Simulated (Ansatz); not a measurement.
C2H10Si3 (`C[SiH2]C1[SiH2][SiH2]1`) from Hartree–Fock to CCSD(T)

```tsv
atom	x (Å)	y (Å)	z (Å)
C1	0.5014	-2.0249	0.3646
Si2	1.4698	-0.4476	0.0940
C3	0.3397	0.9680	-0.3375
Si4	-0.9234	0.6081	-1.8157
Si5	-1.2045	1.2330	0.5940
H6	-0.1661	-1.9437	1.2258
H7	-0.1016	-2.2666	-0.5146
H8	1.1815	-2.8602	0.5468
H9	2.2580	-0.1278	1.3199
H10	2.4424	-0.6457	-1.0185
H11	0.8771	1.9057	-0.4892
H12	-1.3069	2.0780	-1.9809
H13	-2.1750	0.6032	-0.5466
H14	-1.5497	0.3029	1.6946
H15	-1.6427	2.6176	0.8632
```

Charge 0, multiplicity 1. Geometry: relaxed with PBE0-D4/def2-TZVP. It is one conformer, not always the lowest. Frozen core, restricted reference, the Gaussian-basis code of Ansatz. CBS rows extrapolate triple and quadruple zeta; past MP2 they add the triple-zeta difference.

| basis | HF (Eh) | MP2 corr. |
| --- | --- | --- |
| def2-TZVPP | -948.36679 | -0.72892 |
| def2-QZVPP | -948.39719 | -0.77733 |

Question: Estimate the CCSD correlation energy and the (T) correction in each basis where they were run (hartree).

Answer: 
| basis | CCSD corr. | (T) |
| --- | --- | --- |
| def2-TZVPP | -0.80218 | -0.03402 |
| CBS(def2) | -0.88644 | as TZ |
